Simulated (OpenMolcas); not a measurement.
Levels of Ge2+ by method

```yaml
Program: OpenMolcas
Basis: ANO-RCC-VTZP [6s5p3d1f]
Scalar_Hamiltonian: DKH2, point nucleus
Active_space: 2 electrons in 4 orbitals (4s 4p)
State_averaging: 2S+1 = 3 even, 3 roots; 2S+1 = 1 even, 7 roots; 2S+1 = 3 odd, 3 roots; 2S+1 = 1 odd, 3 roots
Spin-orbit_coupling: state interaction with AMFI integrals over the reference wave functions, term energies averaged over their components
```

Methods on the same reference wave functions:
A. CASSCF
B. SS-CASPT2, IPEA 0.25 Eh, imaginary shift 0.1 Eh (closed shells correlated: 3d)
C. MS-CASPT2, IPEA 0.25 Eh, imaginary shift 0.1 Eh (closed shells correlated: 3d)
D. XMS-CASPT2, IPEA 0.25 Eh, imaginary shift 0.1 Eh (closed shells correlated: 3d)

Energies in cm⁻¹ above 4s² ¹S₀, the measured ground level; measured values from Sugar and Musgrove, J. Phys. Chem. Ref. Data 22, 1213 (1993).

| Level | A | B | C | D | Measured |
| --- | --- | --- | --- | --- | --- |
| 4s² ¹S₀ | 0.0 | 0.0 | 0.0 | 0.0 | 0.0 |
| 4s 4p ³P°₀ | 58094 | 60290 | 60470 | 60890 | 61734 |
| 4s 4p ³P°₁ | 58753 | 60940 | 61120 | 61550 | 62500 |
| 4s 4p ³P°₂ | 60123 | 62320 | 62500 | 62920 | 64144 |
| 4s 4p ¹P°₁ | 98492 | 93270 | 93440 | 93370 | 91873 |
| 4p² ³P₀ | 144281 | 146690 | 146870 | 147210 | 147685 |
| 4p² ³P₁ | 145026 | 147460 | 147640 | 147990 | 148640 |
| 4p² ³P₂ | 146248 | 148500 | 148680 | 149630 | 150372 |
| 4p² ¹D₂ | 156513 | 151960 | 152140 | 146780 | 144975 |
| 4p² ¹S₀ | 179445 | 174560 | 174910 | 174560 | 174114 |

Deviations, from unrounded energies. A percentage is the sum of absolute deviations over the sum of measured energies, with the sign that they share, or ± where signs differ.

| Against measurement | Levels | A | B | C | D |
| --- | --- | --- | --- | --- | --- |
| mean absolute deviation (cm-1) | 9 | 5100 | 2000 | 1900 | 960 |
| other configurations (%) | 9 | ±4.4 | ±1.7 | ±1.7 | ±0.8 |

D lies closest to measurement on these levels and A furthest from it. The largest miss of D in the table is 4p² ¹D₂, by +1800 cm-1. The ranking rests on the paired levels alone, and a cruder setting can come out closer through cancelling errors.

Among B to D the level of the table that moves most is 4p² ¹D₂, by 5400 cm-1 (lowest in D, highest in C). Moves below CASPT2's spread within the term are not significant.

The lowest spin-free term lies below A's lowest term by 0.389 hartree in B, 0.390 hartree in C, 0.393 hartree in D.

CASPT2 does not keep the components of a term degenerate, so their means are used; among the terms shown or strongly mixed into the levels shown the widest spread is 490 cm-1 (4p² ¹D, D). Over all roots computed the reference weight is 0.84 to 0.96 in D; the roots of lowest weight are the least certain, and an intruder state may touch them. The ¹D term of p² mixes with s d, which this space lacks. Some levels mix across a computed gap that differs much from the measured one, so their mixing is not that of the real levels (holds for B; C; D). Measured partners are found by configuration, term and J. A level has none where our copy of the source lacks it or the pairing is in doubt (some pairs that miss far off the trend of their configuration count as doubtful), and it then counts in no deviation. Only configurations of the active space appear.

° marks odd parity.
